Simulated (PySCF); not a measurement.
C4H6BNO, SMILES C=C1OC(=C)B1N.

Geometry optimised at r2SCAN-D4/def2-SVP. This is a generated structure with no PubChem entry under its InChIKey; it may be hypothetical. The values are those of a single conformer.

The numbers are results of PySCF 2.14.0 with TDA-PBE/def2-SVPD, not measurements.

Vertical excitations.  State labels are in the subgroup C2v.

### Question
List the lowest excited states. (An estimate is asked for; the answer gives what the named calculation found.)

### Answer

```
state  symmetry  energy (eV)  λ (nm)      f                          main pairs
-----  --------  -----------  ------  -----  ----------------------------------
S1           A1         3.95     314  0.026                      HOMO→LUMO 90 %
S2           B2         4.58     271  0.006  HOMO−1→LUMO 69 %, HOMO→LUMO+2 30 %
S3           B1         4.66     266  0.003                   HOMO→LUMO+1 100 %
S4           A2         5.53     224  0.000                    HOMO−2→LUMO 99 %
S5           B1         5.63     220  0.001                    HOMO−3→LUMO 98 %
S6           A2         5.95     208  0.000                    HOMO→LUMO+3 97 %
S7           A2         5.98     207  0.000                  HOMO−1→LUMO+1 97 %
S8           B1         6.06     205  0.025                   HOMO→LUMO+4 100 %
S9           B2         6.48     191  0.947  HOMO→LUMO+2 62 %, HOMO−1→LUMO 26 %
S10          A1         6.49     191  0.175                    HOMO−4→LUMO 87 %
T1           A1         2.64     469      0                      HOMO→LUMO 98 %
T2           B2         3.83     324      0  HOMO−1→LUMO 74 %, HOMO→LUMO+2 25 %
T3           B1         4.62     268      0                   HOMO→LUMO+1 100 %
T4           B2         4.66     266      0  HOMO→LUMO+2 74 %, HOMO−1→LUMO 25 %
```
Triplets are in the Tamm–Dancoff approximation.
